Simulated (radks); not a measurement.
Results of a calculation; reference values are marked as such.
Charge is removed step by step from the 1s down level of Lu3+, starting from 1s(up 1, down 1) 2s2 2p6 3s2 3p6 3d10 4s2 4p6 4d10 4f14 5s2 5p6. Level of theory: non-relativistic Kohn-Sham, TPSS, spin-polarised, spherical densities, point nucleus; meta-GGA in the generalised Kohn-Sham scheme; relativity is left out, which matters for an element this heavy (a radial shooting solver on a logarithmic mesh with Libxc functionals).

| removed (e) | E - E(0) (eV) | eigenvalue (eV) | E minus straight line (eV) |
|---|---|---|---|
| 0 | 0.000 | -58533 | 0.000 |
| 0.125 | 7322.9 | -58633 | -40.056 |
| 0.25 | 14658.2 | -58731 | -67.696 |
| 0.375 | 22006 | -58827 | -83.245 |
| 0.5 | 29365 | -58918 | -87.114 |
| 0.625 | 36735 | -59005 | -79.835 |
| 0.75 | 44116 | -59085 | -62.126 |
| 0.875 | 51506 | -59155 | -34.996 |
| 1 | 58904 | -59209 | 0.000 |

Removing the whole electron costs 58904 eV by Delta-SCF, against 58533 eV from minus the eigenvalue at the starting occupation. Slater's transition state (half an electron removed) gives 58918 eV. Integrating minus the eigenvalue over the occupation (Janak's theorem) gives 58904 eV. The mean slope of the eigenvalue, de/dn, is 676 eV per electron.
